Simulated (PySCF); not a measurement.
C$_{4}$H$_{7}$O (SMILES [CH]1CCOC1), doublet, geometry from GFN2-xTB; PySCF with SVWN5/STO-3G.

Input for PySCF:
```python
from pyscf import gto, scf, dft

mol = gto.M(
    atom='''
C     0.39615140   -1.17435019   -0.08488802
C     1.24097810   -0.03210821    0.32662047
C     0.19419249    1.08466725    0.46820673
O    -0.88767801    0.72850739   -0.37076340
C    -0.95889722   -0.68402581   -0.41439081
H     0.71474834   -2.19101429   -0.17726762
H     1.78917659   -0.20931134    1.25589251
H     1.98423700    0.21871540   -0.44345930
H     0.54855254    2.06541774    0.14884975
H    -0.14825554    1.15023996    1.51220609
H    -1.30758986   -0.97637199   -1.41435287
H    -1.71399345   -1.05083300    0.31094843
''',
    basis='sto-3g',
    spin=1,
    verbose=5,
)

mf = dft.UKS(mol)
mf.xc = 'lda,vwn'
mf.grids.level = 7
mf.kernel()
```

Output, abridged:

```
PySCF version 2.14.0

[INPUT] verbose = 5
[INPUT] max_memory = 4000
[INPUT] num. atoms = 12
[INPUT] num. electrons = 39
[INPUT] charge = 0
[INPUT] spin (= nelec alpha-beta = 2S) = 1
[INPUT] symmetry False subgroup None
[INPUT] Mole.unit = angstrom
[INPUT] Symbol           X                Y                Z      unit          X                Y                Z       unit  Magmom
[...]
[INPUT] ---------------- BASIS SET ----------------
[INPUT] l, kappa, [nprim/nctr], expnt,             c_1 c_2 ...
[INPUT] O
[...]
                                23.808861         0.53532814
                                6.4436083         0.44463454
[...]
                                1.1695961         0.39951283
                                0.380389          0.70011547
[...]
                                1.1695961         0.60768372
                                0.380389          0.39195739
[INPUT] C
[...]
                                13.045096         0.53532814
                                3.5305122         0.44463454
[...]
                                0.6834831         0.39951283
                                0.2222899         0.70011547
[...]
                                0.6834831         0.60768372
                                0.2222899         0.39195739
[INPUT] H
[...]
                                0.62391373        0.53532814
                                0.1688554         0.44463454

nuclear repulsion = 182.372424230173
number of shells = 22
number of NR pGTOs = 96
number of NR cGTOs = 32
basis = sto-3g
ecp = {}

******** <class 'pyscf.dft.uks.UKS'> ********
method = UKS
initial guess = minao
damping factor = 0
level_shift factor = 0
DIIS = <class 'pyscf.scf.diis.CDIIS'>
diis_start_cycle = 1
diis_space = 8
diis_damp = 0
SCF conv_tol = 1e-09
SCF conv_tol_grad = None
SCF max_cycles = 50
direct_scf = True
direct_scf_tol = 1e-13
number electrons alpha = 20  beta = 19
XC library pyscf.dft.libxc version 7.1.2
    S. Lehtola, C. Steigemann, M. J. T. Oliveira, and M. A. L. Marques,  SoftwareX 7, 1–5 (2018)
XC functionals = lda,vwn
    P. A. M. Dirac,  Math. Proc. Cambridge Philos. Soc. 26, 376 (1930)
    F. Bloch,  Z. Phys. 57, 545 (1929)
    S. H. Vosko, L. Wilk, and M. Nusair,  Can. J. Phys. 58, 1200 (1980)
radial grids:
    Treutler-Ahlrichs [JCP 102, 346 (1995); DOI:10.1063/1.469408] (M4) radial grids

becke partition: Becke, JCP 88, 2547 (1988); DOI:10.1063/1.454033
pruning grids: <function nwchem_prune>
grids dens level: 7
symmetrized grids: False
atomic radii adjust function: <function treutler_atomic_radii_adjust>
small_rho_cutoff = 0
Set gradient conv threshold to 3.16228e-05
atom C rad-grids = 135, ang-grids = [  50   50   50   50   50   50   50   50   50   50   50   50   50   50
   50   50   50   50   50   50   50   50   50   50   50   50   50   50
   50   50   50   50   50   50   50   50   50   50   50   50   50   86
   86   86   86   86   86   86   86   86   86   86   86   86   86   86
   86   86  974  974  974  974  974  974  974  974  974  974  974 1202
 1202 1202 1202 1202 1202 1202 1202 1202 1202 1202 1202 1202 1202 1202
 1202 1202 1202 1202 1202 1202 1202 1202 1202 1202 1202 1202 1202 1202
 1202 1202 1202 1202 1202 1202  974  974  974  974  974  974  974  974
  974  974  974  974  974  974  974  974  974  974  974  974  974  974
  974  974  974  974  974  974  974  974  974]
atom O rad-grids = 135, ang-grids = [  50   50   50   50   50   50   50   50   50   50   50   50   50   50
   50   50   50   50   50   50   50   50   50   50   50   50   50   50
   50   50   50   50   50   50   50   50   50   50   50   50   50   86
   86   86   86   86   86   86   86   86   86   86   86   86   86   86
   86   86  974  974  974  974  974  974  974  974  974  974  974  974
 1202 1202 1202 1202 1202 1202 1202 1202 1202 1202 1202 1202 1202 1202
 1202 1202 1202 1202 1202 1202 1202 1202 1202 1202 1202 1202 1202 1202
 1202 1202 1202 1202 1202 1202 1202 1202  974  974  974  974  974  974
  974  974  974  974  974  974  974  974  974  974  974  974  974  974
  974  974  974  974  974  974  974  974  974]
atom H rad-grids = 90, ang-grids = [ 50  50  50  50  50  50  50  50  50  50  50  50  50  50  50  50  50  50
  50  50  50  50  50  50  50  50  50  86  86  86  86  86  86  86 770 770
 770 770 770 770 770 770 974 974 974 974 974 974 974 974 974 974 974 974
 974 974 974 974 974 974 974 974 974 974 974 974 974 770 770 770 770 770
 770 770 770 770 770 770 770 770 770 770 770 770 770 770 770 770 770 770]
tot_boxes 3360, boxes in each direction [13 14 12]
Padding 6 grids
tot grids = 783888
nelec by numeric integration = [19.36379146 19.36379146]
E1 = -668.9682870031086  E2 = 259.20294739192985  Ecoul = 290.04341328029085  Exc = -30.840465888361017
init E= -227.392915381005
cond(S) = 12.522120906315456

  alpha mo_energy =
[-18.61825043  -9.66284258  -9.65439689  -9.65182338  -9.63544762
  -1.03341799  -0.7594959   -0.71158497  -0.58750779  -0.56290627
  -0.50243921  -0.48789077  -0.44465567  -0.40445936  -0.38136865
  -0.37666945  -0.35450114  -0.34286115  -0.26390213  -0.12734286
   0.14740262   0.18051396   0.27033178   0.2781694    0.3108815
   0.32784007   0.3387595    0.34413002   0.37738744   0.39249648
   0.40789576   0.48047959]
  beta  mo_energy =
[-18.61825043  -9.66284258  -9.65439689  -9.65182338  -9.63544762
  -1.03341799  -0.7594959   -0.71158497  -0.58750779  -0.56290627
  -0.50243921  -0.48789077  -0.44465567  -0.40445936  -0.38136865
  -0.37666945  -0.35450114  -0.34286115  -0.26390213  -0.12734286
   0.14740262   0.18051396   0.27033178   0.2781694    0.3108815
   0.32784007   0.3387595    0.34413002   0.37738744   0.39249648
   0.40789576   0.48047959]
multiplicity <S^2> = 0.75  2S+1 = 2
nelec by numeric integration = [19.99999997 18.99999997]
E1 = -674.2853936901488  E2 = 265.13995554009205  Ecoul = 296.235301843236  Exc = -31.095346303143984
cycle= 1 E= -226.773013919883  delta_E= 0.62  |g|= 0.297  |ddm|= 3.18
  alpha mo_energy =
[...]
[-1.83294825e+01 -9.63408617e+00 -9.63085710e+00 -9.60150278e+00
 -9.54661275e+00 -8.81071442e-01 -6.44893652e-01 -6.10867493e-01
 -4.87309679e-01 -4.57067153e-01 -3.94579480e-01 -3.81630081e-01
 -3.39069400e-01 -3.04241775e-01 -2.84989838e-01 -2.67846051e-01
 -2.63572205e-01 -1.48169348e-01 -6.09113644e-02  1.44832863e-02
  2.51592289e-01  3.07977148e-01  3.57340948e-01  3.75394172e-01
  3.93335520e-01  4.19211532e-01  4.25361426e-01  4.45278553e-01
  4.61808032e-01  4.86115731e-01  4.92162262e-01  5.85012197e-01]
multiplicity <S^2> = 0.75265891  2S+1 = 2.0026571
nelec by numeric integration = [19.99999997 18.99999997]
E1 = -672.5433735453337  E2 = 263.3362134116426  Ecoul = 294.3066938609755  Exc = -30.970480449332882
cycle= 8 E= -226.834735903518  delta_E= -3.89e-07  |g|= 0.000363  |ddm|= 0.00148
  alpha mo_energy =
[-18.32939309  -9.63304748  -9.63088198  -9.60044747  -9.56289161
  -0.88184766  -0.65606749  -0.61786623  -0.49032565  -0.47104057
  -0.40099362  -0.3882639   -0.34312368  -0.30680672  -0.29132169
  -0.27841097  -0.26873143  -0.15022103  -0.06638753  -0.05923831
   0.25047521   0.30267361   0.35294568   0.36819349   0.38868786
   0.40597121   0.41436718   0.44026688   0.45672251   0.47264015
   0.48848985   0.56574969]
  beta  mo_energy =
[-1.83294027e+01 -9.63390367e+00 -9.63082680e+00 -9.60130208e+00
 -9.54668245e+00 -8.80993971e-01 -6.44837604e-01 -6.10819441e-01
 -4.87271480e-01 -4.57044891e-01 -3.94540845e-01 -3.81591575e-01
 -3.39016993e-01 -3.04192834e-01 -2.84947325e-01 -2.67807360e-01
 -2.63524307e-01 -1.48119785e-01 -6.08591478e-02  1.44651483e-02
  2.51659902e-01  3.08033786e-01  3.57387096e-01  3.75465735e-01
  3.93377273e-01  4.19271133e-01  4.25381249e-01  4.45330789e-01
  4.61844656e-01  4.86146008e-01  4.92214115e-01  5.85039612e-01]
multiplicity <S^2> = 0.75265985  2S+1 = 2.0026581
nelec by numeric integration = [19.99999997 18.99999997]
E1 = -672.5413038330405  E2 = 263.3341436178488  Ecoul = 294.3045251473623  Exc = -30.970381529513542
cycle= 9 E= -226.834735985018  delta_E= -8.15e-08  |g|= 3.95e-05  |ddm|= 0.000518
  alpha mo_energy =
[-18.32938912  -9.63307099  -9.6308809   -9.6004535   -9.56288718
  -0.88184558  -0.65606709  -0.61787261  -0.49033104  -0.47103952
  -0.40099425  -0.38826607  -0.34313173  -0.30680939  -0.29132471
  -0.27841152  -0.268734    -0.15022162  -0.06638406  -0.05923681
   0.25047173   0.30267094   0.35294292   0.36819089   0.38868611
   0.40596855   0.41435622   0.44026502   0.45671479   0.4726388
   0.48848737   0.56575113]
  beta  mo_energy =
[-1.83294031e+01 -9.63392475e+00 -9.63082129e+00 -9.60130931e+00
 -9.54667993e+00 -8.80997471e-01 -6.44839322e-01 -6.10823683e-01
 -4.87276140e-01 -4.57043971e-01 -3.94541487e-01 -3.81592643e-01
 -3.39023397e-01 -3.04195329e-01 -2.84949409e-01 -2.67808043e-01
 -2.63524876e-01 -1.48126870e-01 -6.08643900e-02  1.44647385e-02
  2.51657592e-01  3.08030536e-01  3.57384983e-01  3.75463612e-01
  3.93376150e-01  4.19264583e-01  4.25382057e-01  4.45330078e-01
  4.61838010e-01  4.86144745e-01  4.92213141e-01  5.85039790e-01]
multiplicity <S^2> = 0.75265925  2S+1 = 2.0026575
nelec by numeric integration = [19.99999997 18.99999997]
E1 = -672.541382278628  E2 = 263.3342220620976  Ecoul = 294.30460450234966  Exc = -30.970382440252084
cycle= 10 E= -226.834735986357  delta_E= -1.34e-09  |g|= 1.18e-05  |ddm|= 9.07e-05
  alpha mo_energy =
[-18.32938845  -9.63306466  -9.63088809  -9.60045782  -9.56288588
  -0.8818461   -0.65606826  -0.61787251  -0.49033119  -0.47103956
  -0.40099544  -0.3882668   -0.34313029  -0.30680951  -0.29132601
  -0.2784124   -0.26873566  -0.15022057  -0.06638357  -0.05923586
   0.25047108   0.30267018   0.35294097   0.36819017   0.3886847
   0.40596814   0.41435833   0.44026411   0.45671537   0.47263846
   0.48848499   0.56575066]
  beta  mo_energy =
[-1.83294032e+01 -9.63391775e+00 -9.63082746e+00 -9.60131394e+00
 -9.54667913e+00 -8.80998858e-01 -6.44841310e-01 -6.10822633e-01
 -4.87275951e-01 -4.57044157e-01 -3.94542579e-01 -3.81593360e-01
 -3.39021575e-01 -3.04195325e-01 -2.84950770e-01 -2.67809281e-01
 -2.63525656e-01 -1.48126937e-01 -6.08648073e-02  1.44645636e-02
  2.51657443e-01  3.08029825e-01  3.57383318e-01  3.75462317e-01
  3.93375490e-01  4.19267704e-01  4.25382003e-01  4.45329440e-01
  4.61838230e-01  4.86144478e-01  4.92211288e-01  5.85039089e-01]
multiplicity <S^2> = 0.75265907  2S+1 = 2.0026573
nelec by numeric integration = [19.99999997 18.99999997]
E1 = -672.5414056508391  E2 = 263.33424543420557  Ecoul = 294.3046286894024  Exc = -30.97038325519684
cycle= 11 E= -226.83473598646  delta_E= -1.03e-10  |g|= 5.59e-06  |ddm|= 2.79e-05
  alpha mo_energy =
[-18.32938933  -9.63306953  -9.63088143  -9.60045382  -9.56288712
  -0.88184611  -0.65606734  -0.61787237  -0.49033027  -0.47103984
  -0.40099483  -0.38826614  -0.34313081  -0.30680947  -0.29132457
  -0.27841176  -0.26873457  -0.15022041  -0.06638397  -0.05923626
   0.25047137   0.302671     0.35294281   0.36819038   0.38868567
   0.40596785   0.41435735   0.44026456   0.4567162    0.47263899
   0.4884869    0.56575037]
  beta  mo_energy =
[-1.83294041e+01 -9.63392256e+00 -9.63082055e+00 -9.60131003e+00
 -9.54668039e+00 -8.80998861e-01 -6.44839940e-01 -6.10822764e-01
 -4.87275028e-01 -4.57044434e-01 -3.94541691e-01 -3.81592620e-01
 -3.39022202e-01 -3.04195324e-01 -2.84949210e-01 -2.67808630e-01
 -2.63524827e-01 -1.48126863e-01 -6.08649903e-02  1.44639100e-02
  2.51657882e-01  3.08030690e-01  3.57385267e-01  3.75463579e-01
  3.93376131e-01  4.19266010e-01  4.25382014e-01  4.45329735e-01
  4.61839584e-01  4.86144348e-01  4.92213075e-01  5.85038743e-01]
multiplicity <S^2> = 0.75265905  2S+1 = 2.0026573
nelec by numeric integration = [19.99999997 18.99999997]
E1 = -672.5413860037143  E2 = 263.3342257870884  Ecoul = 294.3046084339157  Exc = -30.970382646827254
Extra cycle  E= -226.834735986452  delta_E= 7.73e-12  |g|= 6.75e-06  |ddm|= 1.7e-05
converged SCF energy = -226.834735986452  <S^2> = 0.75265905  2S+1 = 2.0026573
```
